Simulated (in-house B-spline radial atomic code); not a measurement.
A fraction x of an electron is removed from 3d in the cobalt ion Co²⁺, starting from [Ar] 3d7 and keeping the highest spin. Method: scalar-relativistic (X2C) revTPSS, spin-polarised, spherical fractional occupations, Fermi nucleus of rms radius 3.7875 fm. Calculated with a B-spline radial code for spherical atoms.

| x | E(x) - E(0) (eV) | 3d down level (eV) |
| --- | --- | --- |
| 0 | 0.0000 | -24.849 |
| 0.07 | 1.7779 | -25.951 |
| 0.25 | 6.7085 | -28.850 |
| 0.37 | 10.2892 | -30.834 |
| 0.44 | 12.4886 | -32.010 |
| 0.5 | 14.4397 | -33.028 |
| 0.55 | 16.1125 | -33.883 |
| 0.71 | 21.7555 | -36.665 |
| 0.79 | 24.7451 | -38.080 |
| 0.92 | 29.8467 | -40.413 |
| 1 | 33.1379 | -41.868 |

The exact functional would give a straight line between the two integer points. Deviations E(x) - E(0) - x[E(1) - E(0)], in eV: -0.542 at x = 0.07, -1.576 at x = 0.25, -1.972 at x = 0.37, -2.092 at x = 0.44, -2.129 at x = 0.5, -2.113 at x = 0.55, -1.772 at x = 0.71, -1.434 at x = 0.79, -0.64 at x = 0.92.

The curve lies below the straight line by up to 2.129 eV (at x = 0.5): convex, the delocalisation error that favours fractional charges.

Task: How well does Slater's transition state (minus the level at half occupation) give the ionisation energy?

Result: It gives 33.028 eV against 33.138 eV from the two total energies; NIST lists 33.50 eV, ground level to ground level.
